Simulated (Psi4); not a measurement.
C$_{4}$H$_{12}$BeSi, singlet, geometry from GFN2-xTB (such geometries of metal compounds can be far from the true shape), atoms displaced at random by about 0.03 Å a coordinate; Psi4 with B3LYP/STO-3G, gradient.

The Psi4 input:
```
memory 2 GB

molecule mol {
0 1
Be    0.075966   -0.660357   -0.055604
C    -0.207322    1.068584    0.139455
C    -1.610227    1.497491    0.281553
C     0.683460    1.637393    1.337507
C     0.368473    1.897325   -1.167326
H    -1.728371    2.526730    0.382195
H    -2.053895    1.061346    1.114209
H    -2.229817    1.205581   -0.579250
H     0.325703    1.150512    2.190664
H     1.729129    1.449705    1.239329
H     0.492140    2.663580    1.323462
H     1.435201    1.670869   -1.324178
H    -0.143229    1.526487   -2.039158
H     0.254052    2.871202   -1.068481
Si    0.328718   -2.808719   -0.227767
H     0.550969   -3.363557   -1.643094
H    -0.781059   -3.655359    0.246398
H     1.434975   -3.409098    0.515948
symmetry c1
no_reorient
no_com
}

set {
  basis sto-3g
  reference rks
}

gradient('b3lyp')
print_variables()
```

Output, abridged:

```
gradient() will perform analytic gradient computation.

   => Loading Basis Set <=

    Name: STO-3G
    Role: ORBITAL
    Keyword: BASIS

         ---------------------------------------------------------
                                   SCF
               by Justin Turney, Rob Parrish, Andy Simmonett
                          and Daniel G. A. Smith
                              RKS Reference
         ---------------------------------------------------------

  ==> Geometry <==

    Molecular point group: c1
    Full point group: C1

    Geometry (in Angstrom), charge = 0, multiplicity = 1:

       Center              X                  Y                   Z               Mass
    ------------   -----------------  -----------------  -----------------  -----------------
         BE           0.075966000000    -0.660357000000    -0.055604000000     9.012183065000
         C           -0.207322000000     1.068584000000     0.139455000000    12.000000000000
         C           -1.610227000000     1.497491000000     0.281553000000    12.000000000000
         C            0.683460000000     1.637393000000     1.337507000000    12.000000000000
         C            0.368473000000     1.897325000000    -1.167326000000    12.000000000000
         H           -1.728371000000     2.526730000000     0.382195000000     1.007825032230
         H           -2.053895000000     1.061346000000     1.114209000000     1.007825032230
         H           -2.229817000000     1.205581000000    -0.579250000000     1.007825032230
         H            0.325703000000     1.150512000000     2.190664000000     1.007825032230
         H            1.729129000000     1.449705000000     1.239329000000     1.007825032230
         H            0.492140000000     2.663580000000     1.323462000000     1.007825032230
         H            1.435201000000     1.670869000000    -1.324178000000     1.007825032230
         H           -0.143229000000     1.526487000000    -2.039158000000     1.007825032230
         H            0.254052000000     2.871202000000    -1.068481000000     1.007825032230
         SI           0.328718000000    -2.808719000000    -0.227767000000    27.976926534650
         H            0.550969000000    -3.363557000000    -1.643094000000     1.007825032230
         H           -0.781059000000    -3.655359000000     0.246398000000     1.007825032230
         H            1.434975000000    -3.409098000000     0.515948000000     1.007825032230

[...]
  @DF-RKS Final Energy:  -458.42802930487744
    Total Energy =                       -458.4280293048774411
[...]
    0.7200         Becke 88

   => Exact (HF) Exchange <=

    0.2000               HF

   => Correlation Functionals <=

    0.1900   Vosko, Wilk & Nusair (VWN5_RPA)
    0.8100   Lee, Yang & Parr

   => LibXC Density Thresholds  <==

    XC_HYB_GGA_XC_B3LYP:  1.00E-15

   => Molecular Quadrature <=

    Radial Scheme          =       TREUTLER
    Pruning Scheme         =           NONE
    Nuclear Scheme         =       TREUTLER

    Blocking Scheme        =         OCTREE
    BS radius alpha        =              1
    Pruning alpha          =              1
    Radial Points          =             75
    Spherical Points       =            302
    Total Points           =         380280
    Total Blocks           =           2791
    Max Points             =            256
    Max Functions          =             43
    Weights Tolerance      =       1.00E-15

  -Total Gradient:
     Atom            X                  Y                   Z
    ------   -----------------  -----------------  -----------------
       1        0.004459779890    -0.003451706548    -0.000411940741
       2       -0.092332378107    -0.000338896524     0.042136020860
       3        0.038605521354     0.022414056686     0.032422339712
       4        0.026020943960     0.036510325984     0.044143009070
       5       -0.020865158139     0.150612245674    -0.011797720855
       6        0.000549853100    -0.057030425606    -0.005444099324
       7        0.025612959415     0.023085947886    -0.046305062791
       8       -0.002416171813     0.001542888615     0.002128562195
       9        0.011599851787     0.009769831324    -0.049235333727
      10       -0.025244728420     0.005417573475     0.007167749218
      11        0.003982557027    -0.050657162944    -0.013536231559
      12        0.000472310272    -0.002608866225    -0.002738207285
      13        0.010990338925    -0.001319714730     0.017564960245
      14        0.018337955873    -0.120163773536    -0.015405452290
      15       -0.002930376019     0.031972117460     0.025302197312
      16        0.005090564017    -0.020076749036    -0.030425759180
      17       -0.002768085554    -0.014784614109     0.002698473363
      18        0.000843367494    -0.010883396133     0.001737461754

  Variable Map:
  ----------------------------------------------------------------------------
[...]
  Array Variable Map:
  ----------------------------------------------------------------------------
[...]
[...]
```
